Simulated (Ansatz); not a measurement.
Geometry optimisation, RKS revPBE-D4/def2-mTZVP (Ansatz 0.2.0).

The input (input.yaml):

```yaml
crystal:
  periodic: [false, false, false]
  atoms:
    - { symbol: Sn, position_ang: [0.052643, 0.0, 0.205042] }
    - { symbol: H, position_ang: [0.422807, 0.0, 1.885055] }
    - { symbol: Cl, position_ang: [2.446447, 0.0, 0.232576] }
    - { symbol: H, position_ang: [-0.564698, 1.43209, -0.527136] }
    - { symbol: H, position_ang: [-0.564698, -1.43209, -0.527136] }
basis:
  gaussian: { orbitals: def2-mTZVP }
hamiltonian:
  xc: revpbe
  dispersion: d4
relax:
  f_tol: 0.03
  max_steps: 50
```

Command:

```bash
$ ansatz run input.yaml --threads 1 --pin off --max-ram 2048MiB --backend cpu --events-out ev --progress --plain --runs-dir out
```

**Question.** Where does it end, and by what steps?

**Answer.** The forces met the threshold. After 4 steps the energy has fallen by 0.439 eV; H2 moved furthest, 0.45 Å.

```csv
step,energy less start (eV),largest force component (eV/Å),accepted
0,0.0000,1.107,yes
1,-0.3007,0.521,yes
2,-0.4254,0.302,yes
3,-0.4340,0.314,yes
4,-0.4394,0.008,yes
```

```xyz
5
Properties=species:S:1:pos:R:3
Sn 0.166 0.000 0.287
H -0.012 0.000 1.999
Cl 2.511 0.000 -0.121
H -0.436 1.434 -0.448
H -0.436 -1.434 -0.448
```

Whether the end is a true minimum wasn't checked by a vibrational analysis.

Time of the run: 7.1 s on 1 thread of Arm Neoverse V2 (shared host), peak memory 0.12 GiB.
